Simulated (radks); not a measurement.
Problem. These are the eigenvalues of the occupied orbitals of an atom or ion with whole-number occupations (hartree). Calculated with a radial shooting solver on a logarithmic mesh with Libxc functionals: scalar-relativistic Kohn-Sham, B86b exchange with PBE correlation, spin-unpolarised, spherical densities, point nucleus.

| orbital | eigenvalue |
|---|---|
| 1s | -179.2500 |
| 2s | -20.00449 |
| 2p | -16.59804 |
| 3s | -2.57100 |
| 3p | -1.69737 |
| 3d | -0.41894 |
| 4s | -0.38173 |

Which element is it, and in what charge state? The configuration may be excited.

Solution. Z = 22, titanium, charge +1: Ti+ in [Ar] 3d2 4s1. The list shows which subshells hold electrons but not how many an open one holds; the 1s level, -179.25 hartree, gives Z - s = 18.9 by -(Z - s)^2/2, which with screening and relativity narrows Z to a few neighbours, and the depths of the outer levels then fix element, charge and occupations together.
